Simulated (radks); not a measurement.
Values are calculated unless marked as measured or tabulated.
Question: These are the eigenvalues of the occupied orbitals of an atom or ion with whole-number occupations (eV). Level of theory: scalar-relativistic Kohn-Sham, PBE, spin-polarised, spherical densities, finite nucleus; Fermi nuclear charge, rms radius of each element as measured or else 0.836 A^(1/3) + 0.57 fm (a radial shooting solver on a logarithmic mesh with Libxc functionals).

| orbital | eigenvalue |
|---|---|
| 1s | -12557.78 |
| 2s | -1659.122 |
| 2p | -1465.670 |
| 3s | -264.9083 |
| 3p | -204.3498 |
| 3d | -104.3017 |
| 4s | -61.7227 |

Which element is it, and in what charge state? The configuration may be excited. Open shells, if any, are filled with parallel spins first.

Answer: Z = 34, selenium, charge +4: Se4+ in [Ar] 3d10 4s2. The list shows which subshells hold electrons but not how many an open one holds; the 1s level, -461.49 hartree, gives Z - s = 30.4 by -(Z - s)^2/2, which with screening and relativity narrows Z to a few neighbours, and the depths of the outer levels then fix element, charge and occupations together.
